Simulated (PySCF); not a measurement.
# Ionisation energy along the 21-electron series

Calculated with PySCF 2.14 and a two-component X2C-1e Hamiltonian (Gaussian nucleus, no Breit or QED terms), each ion in its own even-tempered basis scaled to its charge; GMP2 freezes [Ne] and drops the highest virtual spinors. Values in eV. NIST values: (m) measured, (s) semi-empirical, (t) theoretical.

```
    ion  configuration  GHF (spin-free)  GMP2 (spin-free)  GHF (screened spin-orbit)  GMP2 (screened spin-orbit)          NIST
Pt(57+)       [Ar] 3d3           5759.9            5759.7                     5802.9                      5803.7  5800 ± 6 (t)
Au(58+)       [Ar] 3d3           5951.4            5951.2                     5997.7                      5998.5  5994 ± 6 (t)
Hg(59+)       [Ar] 3d3           6145.7            6145.5                     6195.4                      6196.2  6192 ± 7 (t)
```

Between Z = 78 and Z = 80 the GMP2 (screened spin-orbit) value grows as Z to the power 2.58.
